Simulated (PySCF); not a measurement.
# Spinor energies of Re(4+) (rhenium, charge +4)

Start: [Xe] 4f14 5d3; 5d3/2 filled at m_j = -1/2, +1/2, +3/2. Calculated with PySCF 2.14 in x2c-SVPall-2c: generalised Hartree-Fock with the X2C-1e Hamiltonian and a Gaussian nucleus; one run each with spin-orbit coupling (SO) switched off, then screened by Boettger's factors.

| spinor shell | electrons | ε, spin-free (eV) | ε, screened SO (eV) | weight of nominal j (screened SO) | rms radius, screened SO (bohr) |
| --- | --- | --- | --- | --- | --- |
| 1s1/2 | 2 | -72110.9 | -72087.8 | 1.000 | 0.0204 |
| 2s1/2 | 2 | -12685.4 | -12677.9 | 1.000 | 0.0824 |
| 2p1/2 | 2 | -11082.1 | -12112.2 | 1.000 | 0.0700 |
| 2p3/2 | 4 | -11082.1 | -10666.3 | 1.000 | 0.0775 |
| 3s1/2 | 2 | -3036.4 | -3033.8 | 1.000 | 0.210 |
| 3p1/2 | 2 | -2555.6 | -2781.7 | 1.000 | 0.202 |
| 3p3/2 | 4 | -2555.6 | -2462.3 | 1.000 | 0.217 |
| 3d3/2 | 4 | -2003.5 | -2042.8 | 1.000 | 0.192 |
| 3d5/2 | 6 | -2003.5 | -1974.5 | 1.000 | 0.196 |
| 4s1/2 | 2 | -703.82 | -702.77 | 1.000 | 0.468 |
| 4p1/2 | 2 | -543.26 | -596.31 | 1.000 | 0.476 |
| 4p3/2 | 4 | -543.26 | -520.84 | 1.000 | 0.509 |
| 4d3/2 | 4 | -337.59 | -345.55 | 0.999 | 0.531 |
| 4d5/2 | 6 | -337.59 | -331.02 | 0.999 | 0.543 |
| 5s1/2 | 2 | -145.76 | -145.41 | 1.000 | 1.11 |
| 5p1/2 | 2 | -101.31 | -111.08 | 0.948 | 1.27 |
| 4f5/2 | 6 | -106.77 | -107.71 | 0.988 | 0.635 |
| 4f7/2 | 8 | -106.77 | -104.94 | 0.992 | 0.633 |
| 5p3/2 | 4 | -101.31 | -96.687 | 0.976 | 1.30 |
| 5d3/2 | 3 | -53.935 | -54.058 | 0.805 | 1.70 |

```tsv
quantity	spin-free	screened SO
E (hartree)	-16675.88588	-16696.50188
M_J	3/2	3/2
⟨J²⟩	6.755	5.247
⟨L²⟩	12.004	11.355
⟨S²⟩	3.751	3.464
```

The determinant has a definite M_J but mixes levels of different J.

Each row is a mean over spinors that exchange with the open shell spreads, by up to 3.745 eV (5s1/2).

Rows whose weight is well below 1 are mixtures of j = l ± 1/2: exchange outweighs spin-orbit coupling there, and the label is only the starting occupation.

Breit and QED terms are absent; they matter most for the inner s and p1/2 levels.

Densities and radii are taken from the X2C orbitals without a picture-change correction, which distorts them close to the nucleus.

Without spin-orbit coupling the j labels of p, d and f shells carry no meaning; the spin-free column gives the mean over the occupied spinors of each nl shell, and its ⟨J²⟩ belongs to a mixture of degenerate components.
